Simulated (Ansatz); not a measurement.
Ansatz (a quantum-chemistry and plane-wave program) input (CCSD(T)/def2-TZVPPD):
A basis named .json is the Basis Set Exchange file of that set.

Ansatz 0.2 input:
```yaml
crystal:
  periodic: [false, false, false]
  atoms:
    - {symbol: In, position_ang: [0.62818922, 0.31002131, 0.21494592]}
    - {symbol: Br, position_ang: [-0.77838622, 1.45236822, -1.56851971]}
    - {symbol: Br, position_ang: [-0.10107869, -1.88639804, 1.26759542]}
basis:
  gaussian:
    orbitals: def2-TZVPPD.json
magnetization: {spin_polarized: true, initial_magnetization: 1}
correlation: {method: ccsd_t, electrons: outside_noble_gas}
```

End of the output:

```
integrals: 0.83 GiB planned
1236 factors; integrals over basis functions are off by at most 8.8e-4 eV
mean field: 1.43 GiB planned
mean field evaluation 1: about -145148.6009 eV, gradient 1.2e1 eV
mean field evaluation 2: about -145148.6289 eV, gradient 1.2e1 eV
mean field evaluation 4: about -145149.8802 eV, gradient 1.8e0 eV
mean field evaluation 8: about -145149.9748 eV, gradient 3.3e-1 eV
mean field evaluation 16: about -145149.9795 eV, gradient 2.8e-6 eV
mean field evaluation 32: about -145146.4629 eV, gradient 3.9e-1 eV
mean field evaluation 64: about -145146.7626 eV, gradient 7.7e-3 eV
mean field evaluation 96: about -145146.4745 eV, gradient 1.4e-1 eV
mean field -145149.97945729 eV, -5334.1633588657 hartree, gradient 2.8e-6 eV, S^2 0.765230; 1 other end points of the search recorded, 0 dependent functions left out
determinant -145149.97945729 eV, -5334.1633588657 hartree, with singles and doubles -145160.70203592 eV, -5334.5574063621 hartree
determinant -145146.76256035 eV, -5334.0451400834 hartree, with singles and doubles -145157.63865399 eV, -5334.4448291527 hartree
37 core orbitals not correlated
reference -145149.97945729 eV, -5334.1633588657 hartree; 9, 8 occupied and 124, 125 virtual orbitals, 1236 factors
second order -9.83939596 eV of doubles, -0.00000000 eV of singles
coupled cluster: 1.44 GiB planned
cycle   1  -10.67953819 eV  change   -3.8e-1 eV  update   2.0e-2
cycle   2  -10.69531236 eV  change   -1.6e-2 eV  update   5.7e-3
cycle   3  -10.69620972 eV  change   -9.0e-4 eV  update   3.0e-3
cycle   4  -10.69727742 eV  change   -1.1e-3 eV  update   1.4e-3
cycle   5  -10.69774189 eV  change   -4.6e-4 eV  update   6.7e-4
cycle   6  -10.69790238 eV  change   -1.6e-4 eV  update   2.8e-4
cycle   7  -10.69788350 eV  change    1.9e-5 eV  update   1.2e-4
cycle   8  -10.69787863 eV  change    4.9e-6 eV  update   4.7e-5
cycle   9  -10.69787217 eV  change    6.5e-6 eV  update   2.1e-5
cycle  10  -10.69786787 eV  change    4.3e-6 eV  update   9.7e-6
perturbative correction -0.46430646 eV, -0.0170629476 hartree
Total energy: -145161.14163162 eV, -5334.5735612064 hartree
```

It need not be the lowest isomer of its formula.
